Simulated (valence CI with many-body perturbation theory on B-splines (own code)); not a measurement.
**Sensitivity of CI+MBPT for Cd9+**

Computed by valence CI with perturbative core correlation (CI+MBPT): three valence electrons over a frozen Dirac-Fock core [Kr], radial functions for each j: 6 s, 6 p, 5 d, 5 f, 1 g, with the one-electron correlation potential Σ1 (screened to all orders), the two-electron term Σ2, the three-electron term Σ3, Breit, model QED; selected single and double excitations, second order for the rest, scaled by the run's own slope (own B-spline code, finite nucleus).

No measured levels were compared; by estimate terms of the open shell hold to 2 to 4 % of their energy, and close levels can change places. The list stops below the first excitations out of the core. Only levels of the ground parity were solved; by the run's estimate the other parity begins above the list, which can be wrong where configurations are misplaced.

The reference run has the lowest level 4d³ ⁴F_3/2 and an ionisation energy of 173.441 eV. Its largest variational space holds 3478 state functions.

Names give the largest LS component (configuration and term), which can be under half, so a name can repeat, a term be missing and a line seem to break the LS rules; names also repeat where a configuration has a term twice. Letters in brackets count levels of one name in rising energy.

Changed runs:
A. selection threshold (hartree) 2e-08 → 1e-05
B. core polarisation of operators on → off
C. orbitals per symmetry with explicit Σ2 and valence Breit (the others get mean screening factors) 5 → 2; QED terms on → off
D. closed core [Kr] → [Kr] 4d1 (bad on purpose)

Excitation energies of the reference run in cm⁻¹, and shifts in cm⁻¹:

```csv
Level,Reference,A,B,C
4d³ ⁴F_5/2,3834,0,0,-14
4d³ ⁴F_7/2,7937,+0.1,0,-19
4d³ ⁴F_9/2,11828,+0.1,0,-13
4d³ ⁴P_3/2,19518,+0.1,0,-29
4d³ ⁴P_1/2,20557,+0.1,0,-64
4d³ ²G_7/2,24723,0,0,+125
4d³ ²H_9/2 [a],25683,0,0,+115
4d³ ⁴P_5/2,26109,+0.1,0,-81
4d³ ²D_3/2 [a],30850,0,0,+58
4d³ ²P_1/2,32812,+0.3,0,+14
4d³ ²H_11/2,34582,0,0,+117
4d³ ²H_9/2 [b],36249,0,0,+112
Ionisation energy (eV),173.441,-9.5e-05,0,+0.029
```

No effect on these energies: B.

Run D: It gave no result: the perturbation theory needs a core of closed shells. The program said: "the core must hold closed shells only".
